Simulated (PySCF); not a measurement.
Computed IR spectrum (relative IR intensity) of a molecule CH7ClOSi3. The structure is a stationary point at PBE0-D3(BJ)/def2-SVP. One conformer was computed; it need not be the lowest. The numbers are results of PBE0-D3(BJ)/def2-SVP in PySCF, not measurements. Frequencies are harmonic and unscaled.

Lines under 2 % of the strongest are left out, and lines within 2 cm⁻¹ are merged.

ν (cm⁻¹): 257 (vw), 297 (w), 351 (w), 388 (w), 414 (vw), 484 (m), 537 (s), 560 (m), 625 (m), 628 (w), 672 (vw), 739 (m), 748 (m), 784 (s), 831 (vs), 855 (s), 898 (m), 922 (s), 1116 (vs), 1250 (w), 1276 (w), 1456 (vw), 2222 (s), 2230 (s), 2233 (m), 2248 (s), 2285 (s), 3040 (w), 3126 (vw) (against the strongest line: vs over 80 %, s over 45 %, m over 15 %, w over 4 %, vw less)

Problem. Pick the molecule that these values belong to.
A) [SiH3][Si@@H]1CO[Si@@H]1Cl
B) Cl[Si@@H]1OC[SiH2][SiH2]1
C) [SiH3][C@@H]1[SiH2]O[Si@@H]1Cl
D) O=C[SiH2][Si@H]([SiH3])Cl

Solution. B, Cl[Si@@H]1OC[SiH2][SiH2]1
